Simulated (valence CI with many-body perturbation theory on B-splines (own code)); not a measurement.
## As: configurations and terms from energies and g

Level of theory: valence CI with perturbative core correlation (CI+MBPT): five valence electrons over a frozen Dirac-Fock core [Ar] 3d10, a basis of 9 s, 9 p, 8 d, 6 f, 3 g, 1 h functions for each j, with the one-electron correlation potential Σ1, the two-electron term Σ2, the three-electron term Σ3, Breit, model QED; selected CI, second order for the rest, scaled by the run's own slope (own B-spline code, finite nucleus).

Against 11 measured levels this calculation errs by 93 cm⁻¹ on average and by 134 at most. These come from a selection out of the NIST Handbook of Basic Atomic Spectroscopic Data. Levels without a partner in it may be off by more. Among the levels kept, up to 1700 cm⁻¹ of a level comes from second order outside the variational space, and about a tenth of that is noise between levels of different J, which matters for small intervals.

| No. | J | Parity | E (cm⁻¹) | g |
| --- | --- | --- | --- | --- |
| 1 | 3/2 | odd | 0.0 | 1.998 |
| 2 | 3/2 | odd | 10631 | 0.819 |
| 3 | 5/2 | odd | 10961 | 1.200 |
| 4 | 1/2 | odd | 18236 | 0.666 |
| 5 | 3/2 | odd | 18684 | 1.319 |
| 6 | 1/2 | even | 50560 | 2.586 |
| 7 | 3/2 | even | 51484 | 1.721 |
| 8 | 5/2 | even | 52767 | 1.593 |
| 9 | 1/2 | even | 53006 | 0.751 |
| 10 | 3/2 | even | 54474 | 1.329 |
| 14 | 5/2 | even | 60714 | 1.209 |
| 15 | 3/2 | even | 60732 | 0.818 |
| 16 | 5/2 | odd | 61509 | 1.393 |
| 18 | 1/2 | odd | 62208 | 2.502 |

Energies count from the lowest level. Strongly mixed levels and levels close to another of their J and parity are left out, so the numbers can have gaps.

Give configuration and LS term of each level.

1: 4s2 4p3 4S°; 2: 4s2 4p3 2D°; 3: 4s2 4p3 2D°; 4: 4s2 4p3 2P°; 5: 4s2 4p3 2P°; 6: 4s2 4p2 5s 4P; 7: 4s2 4p2 5s 4P; 8: 4s2 4p2 5s 4P; 9: 4s2 4p2 5s 2P; 10: 4s2 4p2 5s 2P; 14: 4s2 4p2 5s 2D; 15: 4s2 4p2 5s 2D; 16: 4s2 4p2 5p 4D°; 18: 4s2 4p2 5p 4P°.
